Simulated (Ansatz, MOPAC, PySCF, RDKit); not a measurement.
Pair of molecules: HCl (SMILES Cl) (first 2 atoms) with H4OSi (SMILES O[SiH3]); geometry from B3LYP-D3(BJ)/def2-TZVP.
(charge 0, multiplicity 1):
```xyz
8

Cl    -0.822     0.455    -0.432
H     -0.726    -0.386     0.536
O      0.324    -0.269     4.848
Si     0.089     0.250     3.300
H      1.061    -0.855     5.035
H      1.306     0.871     2.729
H     -1.024     1.215     3.350
H     -0.290    -0.885     2.410
```

Counterpoise-corrected where a basis set is named; no monomer relaxation. RDKit's UFF carries no charges.

The state reached by PM7 isn't checked; PM7 holds dispersion and hydrogen-bond terms.

Programs: Ansatz (a quantum-chemistry and plane-wave program); MOPAC for PM7 (differences of heats of formation); PySCF for the dispersion terms; RDKit for the force fields. 

**Question.** One of these levels gives -1.45 kcal/mol for the interaction energy. Which?
(A) UFF
(B) PM7
(C) BHLYP/def2-TZVPPD
(D) BHLYP-D3(BJ)/def2-TZVPPD

**Answer.** D, BHLYP-D3(BJ)/def2-TZVPPD. The others give 2.82 (UFF), 0.92 (PM7), -0.20 (BHLYP/def2-TZVPPD)
